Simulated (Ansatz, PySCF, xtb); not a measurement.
Stretching the Se4–H5 bond in GaH3Se (SMILES [GaH2][SeH]) (multiplicity 1 held, fragments rigid). Energies count from the point at 1.471 Å.
Geometry at that point (charge 0, multiplicity 1):
```xyz
5

Ga     0.2749     0.0112    -1.1530
H     -0.8038    -0.5760    -2.1169
H      1.6617     0.6037    -1.5559
Se    -0.3040    -0.0284     1.1136
H      0.9571     0.5901     1.5522
```

Restricted levels (R-, RO-) in cc, def2 and unpolarised 6-31G sets keep to the state of the molecule at rest. Unrestricted levels (U-) break spin symmetry where that is lower. Active spaces are followed from a long bond inwards. Left out are points that failed, MP2 points that dive below the minimum, coupled-cluster points behind a jump of the amplitudes or a sharp parting from full CI or MRCI, small-basis points behind a change of solution, and semi-empirical points at long bonds. Curves can end on different states.

Frozen-core correlation. Filled d and f shells under p-block atoms count as core. Rows in LANL2DZ carry no dispersion term and start afresh at each structure. LANL2DZ brings its own core potentials from Na on.

Codes used: Ansatz (Gaussian orbitals); PySCF for LANL2DZ rows; xtb for the GFN methods.  The GFN methods have no spin term and hold the electronic entropy of 300 K.

Energies in kcal/mol.

```tsv
R (Å)	GFN2-xTB	U-PBE/cc-pVTZ	R-BP86/LANL2DZ	R-B3LYP/LANL2DZ	R-MP2/cc-pVTZ	FIC-MRCISD+Q on CASSCF(4,3)/cc-pVTZ
1.177	24.9	37.0	41.9	39.8	35.2	36.1
1.324	3.2	7.5	9.8	8.8	6.3	6.8
1.471	0.0	0.0	0.0	0.0	0.0	0.0
1.619	3.4	3.5	1.5	2.4	5.0	4.3
1.766	9.3	12.2	8.6	10.3	15.4	13.6
1.986	19.8	28.7	23.2	26.0	34.4	30.4
2.207	31.2	45.3	38.7	42.4	53.3	46.2
2.575	48.9	67.3	61.4	66.9	79.4	65.1
2.943	62.7	76.2	78.3	85.5	97.5	74.9
3.384	73.7	79.5	91.7	100.8	109.2	79.5
3.973	80.8	80.7	left out	112.9	111.8	81.0
4.709	83.8	81.0	left out	left out	101.5	81.4
```

Doubts at one or more of the structures used: a spin-contaminated determinant (U-PBE/cc-pVTZ); a restricted determinant that unrestricted orbitals would lower (R-MP2/cc-pVTZ); active orbitals that take no part (FIC-MRCISD+Q on CASSCF(4,3)/cc-pVTZ).

Ansatz is a first-principles code.
